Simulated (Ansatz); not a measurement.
Reaction (ligand exchange at the In–S bond): `[CH3][InH][S][SiH3]` + H₂Se → `[CH3][InH][SeH]` + `[SiH3]S`

Gas-phase electronic energies from Ansatz, PBE0-D4/def2-TZVP geometries. CBS: MP2 limit from def2 TZ/QZ plus the TZ coupled-cluster correction, frozen cores. Functionals use def2-TZVPP. B3LYP here is the variant with VWN-RPA as its local correlation; programs differ in this. def2 core potentials past Kr. For In, Se outer-core shells are correlated without core-valence functions, which leaves a few kJ/mol of doubt a bond. Scalar relativity is left out up to krypton. Each species was taken in one conformer, which may not be the lowest.

```
           level  ΔE (kJ/mol)
          PBE-D4        -13.0
         ωB97X-V        -12.8
        PBE-QIDH        -13.4
             PBE        -16.1
           B3LYP        -18.7
           BHLYP        -18.7
CCSD(T)/def2-SVP        -10.6
   MP2/CBS(def2)        -10.1
```

**Question.** What does CCSD(T)/CBS give? (Best estimate.)

**Answer.** Ansatz gave: -11.2 kJ/mol. The listed levels differ from it by -1.8, -1.6, -2.2, -4.9, -7.5, -7.5, 0.6, 1.1 kJ/mol.

Largest T1 diagnostic among the species: 0.013.

Leaving LDA and LC-ωPBE aside and taking each functional with its dispersion term where it has one, the values, not all of them listed here, spread over 8.5 kJ/mol, from B2PLYP to B97M-V. In def2-TZVPP, CCSD(T) changes the Hartree–Fock value by +8.7 kJ/mol (the triples alone add +1.8 kJ/mol) and MP2 by +9.8 kJ/mol. The D4 term adds +5.0 kJ/mol with B3LYP and +2.8 kJ/mol with PBE0; it sums over pairs of atoms, weighted by their polarisabilities, and B3LYP, whose exchange is more repulsive, gets the larger term.

CCSD(T)/CBS has its own doubt, a few kJ/mol and more with outer-core shells, so smaller differences from it don't rank the levels.
